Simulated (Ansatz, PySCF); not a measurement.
Gas-phase reaction in SMILES: C[Si](C)(C)F -> [CH3] (CH3) + C[Si](C)F (the C-Si bond at the site shown breaks; other sites are not compared here)
Structures are relaxed separately at B3LYP-D3(BJ)/def2-TZVP in Ansatz (a program for electronic structure).
Geometry of the first species:
SMILES: C[Si](C)(C)F
```xyz
14

C      1.5018    -0.8629    -0.6679
Si     0.0038     0.0021     0.0286
C     -1.5516    -0.9875    -0.2520
C     -0.1576     1.7365    -0.6370
F      0.2171     0.1192     1.6297
H      1.4167    -0.9726    -1.7519
H      2.4141    -0.3003    -0.4592
H      1.6157    -1.8605    -0.2387
H     -2.4170    -0.4974     0.1988
H     -1.4666    -1.9863     0.1811
H     -1.7506    -1.1018    -1.3205
H     -1.0099     2.2524    -0.1898
H     -0.3046     1.7238    -1.7199
H      0.7390     2.3237    -0.4280
```
Charge 0, spin multiplicity 1.

Property: bond dissociation energy (0 K, with B3LYP-D3(BJ) harmonic zero-point energies from PySCF), in kJ/mol. Valence correlation only, unless marked. Open shells are spin-unrestricted. No spin-orbit coupling. Non-relativistic unless marked X2C. CBS(X,Y): correlation extrapolated as X^-3; Hartree-Fock from the larger set.

```csv
level,program,bond dissociation energy (kJ/mol)
HF/STO-3G,Ansatz,396.3
PBE-D4/def2-TZVPD,Ansatz + dftd4,375.8
B97M-V/def2-TZVPD,Ansatz,389.4
PBE0/STO-3G,Ansatz,479.5
MP2/6-31G,Ansatz,337.4
MP2/cc-pV(Q+d)Z,Ansatz,403.7
SCS-MP2/6-31G,Ansatz,335.0
CCSD(T)/cc-pwCVTZ,Ansatz,389.4
X2C-CCSD(T)/cc-pVTZ-DK,Ansatz,384.6
"CCSD(T)/CBS(cc-pV(T+d)Z,cc-pV(Q+d)Z)",Ansatz,396.5
```
